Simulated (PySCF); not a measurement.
# Stretching one bond of B2H3

All numbers below are calculated, not measured. The program is PySCF 2.14.0, an open-source quantum chemistry code, run on an isolated molecule that a program drew, which may never have been made. The molecule is B2H3 (charge 0, doublet), drawn as the SMILES string `[BH]B`.

The structure below is the HF double-zeta minimum with every atom moved a little at random, so it isn't optimised. Bond B2-H5 is then set to each length in the table by shifting atom 5 along it, with nothing else relaxed.
```xyz
5
B2H3, angstrom
B    -0.0355   -0.6514    0.5895
B    -0.3352    0.3665    1.7867
H     0.1633   -1.3958   -0.2761
H    -1.4153    0.5130    2.3187
H     0.5833    1.0296    2.2728
```

E is the energy above the same method's energy at the HF double-zeta minimum. IE is the energy to remove one electron at fixed geometry, to the singlet state of charge +1, as a difference of total energies. The basis family is cc-pVnZ, with UHF for radicals and no spin-orbit coupling. Best is HF at quadruple zeta, plus MP2 correlation extrapolated from triple and quadruple zeta, plus CCSD(T) minus MP2 at triple zeta, with a frozen core. The other columns are at triple zeta.

| bond (Å) | E HF (kcal/mol) | E wB97X (kcal/mol) | E CCSD(T) (kcal/mol) | E best (kcal/mol) | IE HF (eV) | IE wB97X (eV) | IE CCSD(T) (eV) | IE best (eV) | T1 |
|---|---|---|---|---|---|---|---|---|---|
| 1.2327 | 0.85 | 0.81 | 0.81 | 0.84 | 8.002 | 8.721 | 8.684 | 8.730 | 0.019 |
| 1.2517 | 1.30 | 1.21 | 1.20 | 1.24 | 8.007 | 8.725 | 8.688 | 8.734 | 0.020 |
| 1.2917 | 2.74 | 2.52 | 2.47 | 2.54 | 8.019 | 8.733 | 8.696 | 8.741 | 0.020 |
| 1.3247 | ? | ? | ? | ? | ? | ? | ? | ? | ? |
| 1.4417 | 12.22 | 11.43 | 11.08 | 11.24 | 8.068 | 8.766 | 8.727 | 8.772 | 0.021 |
| 1.7447 | 39.52 | 37.47 | 35.47 | 35.73 | 8.181 | 8.840 | 8.782 | 8.828 | 0.027 |

T1 is the CCSD diagnostic of the starting molecule.

**Estimate the best E and IE at 1.3247 Å from the other rows.**

A least-squares cubic in the inverse of the bond length through the other values of E best gives 4.01 kcal/mol there. A least-squares quadratic in the bond length through IE best gives 8.749 eV. The calculation gives 4.01 kcal/mol and 8.748 eV, so the fits miss by 0.00 kcal/mol and 0.001 eV. The same recipe one zeta lower moves these two values by 0.06 kcal/mol and 0.02 eV, a gauge of their own error. The rest of the row: E is 4.35 (HF), 4.01 (wB97X), 3.92 (CCSD(T)); IE is 8.029 (HF), 8.740 (wB97X), 8.702 (CCSD(T)); T1 is 0.020.
